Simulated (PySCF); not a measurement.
C3H9S (SMILES C[S+](C)C), charge +1, singlet, at a GFN2-xTB geometry. Base run: HF/6-31G* in PySCF.

Geometry (Å):
```xyz
13

C     -0.3270     1.5927    -0.0242
S     -0.1271    -0.1171     0.5330
C      1.5670    -0.4340    -0.0177
C     -1.0484    -0.9822    -0.7617
H     -0.0511     1.6948    -1.0693
H      0.3009     2.2294     0.5932
H     -1.3651     1.8802     0.1193
H      1.6909    -0.1692    -1.0633
H      1.7832    -1.4886     0.1301
H      2.2428     0.1516     0.5999
H     -0.7147    -0.6735    -1.7476
H     -0.8983    -2.0508    -0.6327
H     -2.1048    -0.7598    -0.6368
```
Charge +1, spin multiplicity 1.
All else is at PySCF's defaults.

Variants of this job, named by their change:

```
change                                     E (Eh)  HOMO (eV)  HOMO-LUMO gap (eV)  core-seconds (rough)
-------------------------------------  ----------  ---------  ------------------  --------------------
base                                   -516.10691     -17.62               16.96                     1
functional = o3lyp                     -517.59784     -13.82                8.61                     8
functional = m062x                     -517.54657     -15.75               11.98                     9
functional = pbe0; dispersion = d3bj   -517.36258     -14.55                9.84                     7
functional = mn15                      -517.33116     -15.22               11.22                     9
functional = b3lyp; dispersion = d4    -517.67688     -14.29                9.36                     6
functional = revpbe                    -517.53258     -13.19                7.49                     8
functional = pw6b95                    -518.11634     -14.63               10.00                     9
functional = blyp; dispersion = d3bjm  -517.58130     -13.06                7.45                     6
functional = camb3lyp                  -517.57069     -15.89               12.40                    20
functional = x3lyp                     -517.54590     -14.33                9.52                     8
functional = lc_wpbe                   -517.45628     -17.32               15.03                    20
functional = bhandhlyp                 -517.55951     -15.74               12.22                     7
```

Totals shift with the method and basis; they matter in differences.
